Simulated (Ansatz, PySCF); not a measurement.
System: ammonia borane, sum formula BNH₆, charge 0, multiplicity 1. SMILES: [BH3-][NH3+]
Coordinates optimised at B3LYP-D3(BJ)/def2-TZVP (Ansatz, an electronic-structure program):
```xyz
8

B     -0.9205     0.1288    -0.0265
N      0.7210    -0.1009     0.0208
H     -1.3171    -0.6321    -0.8771
H     -1.0639     1.2934    -0.3145
H     -1.3056    -0.1454     1.0853
H      0.9465    -1.0627     0.2580
H      1.1524     0.5023     0.7152
H      1.1430     0.1067    -0.8798
```
Charge 0, spin multiplicity 1.

Property: atomisation energy (electronic, to ground-state atoms); the coupled-cluster value holds the core correlation from cc-pwCVTZ, in kcal/mol. Correlated levels leave the core frozen unless marked. Open shells are spin-unrestricted. Spin-orbit coupling is left out. No relativistic terms. Basis-set limits of correlation are two-point, X^-3; Hartree-Fock from the larger set. The bracket is a focal-point correction in the basis named.

Level to compare with: RI-MP2/CBS(aug-cc-pVTZ,aug-cc-pVQZ)+[CCSD(T)-MP2]/aug-cc-pVTZ plus the core term (Ansatz), 613.2 kcal/mol. It is a level with limits of its own, and the differences hold the functionals' basis error too.

Q: Rank these functionals by how close they come to RI-MP2/CBS(aug-cc-pVTZ,aug-cc-pVQZ)+[CCSD(T)-MP2]/aug-cc-pVTZ, closest first: r2SCANh/def2-TZVPD (Ansatz); B97M-V/def2-TZVPD (Ansatz); MN15/def2-TZVPD (PySCF).

A: MN15/def2-TZVPD (hybrid meta-NGA, 613.5 kcal/mol, difference 0.3), B97M-V/def2-TZVPD (meta-GGA with VV10, 610.3 kcal/mol, difference -2.9), r2SCANh/def2-TZVPD (hybrid meta-GGA, 606.7 kcal/mol, difference -6.5)
